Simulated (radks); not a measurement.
Values are calculated unless marked as measured or tabulated.
The mean radii <r> (bohr) of the occupied orbitals of an atom or ion are listed with their occupations. Level of theory: Dirac Kohn-Sham, PBE, spin-unpolarised, spherical densities, finite nucleus; Fermi nuclear charge, rms radius of each element as measured or else 0.836 A^(1/3) + 0.57 fm (a radial shooting solver on a logarithmic mesh with Libxc functionals).

orbital  occ.      <r>
1s1/2       2  0.03263
2s1/2       2   0.1416
2p1/2       2   0.1203
2p3/2       4   0.1252
3s1/2       2   0.3904
3p1/2       2   0.3830
3p3/2       4   0.3937
3d3/2       4   0.3682
3d5/2       6   0.3717
4s1/2       2   0.9730
4p1/2       2    1.045
4p3/2       4    1.074
4d3/2       4    1.362
4d5/2       2    1.375

Name the element and its charge. Open shells, if any, fill j = l - 1/2 first.

Answer. Z = 45, rhodium, charge +3: Rh3+ in [Kr] 4d6. The 1s radius gives Z: for a bare nucleus <r> = (2 gamma + 1)/(2Z) with gamma = sqrt(1 - (Z/c)^2), 0.0321 bohr for Z = 45, and screening makes it slightly larger (0.03263 here). The occupations add up to 42, and the charge is Z minus that.
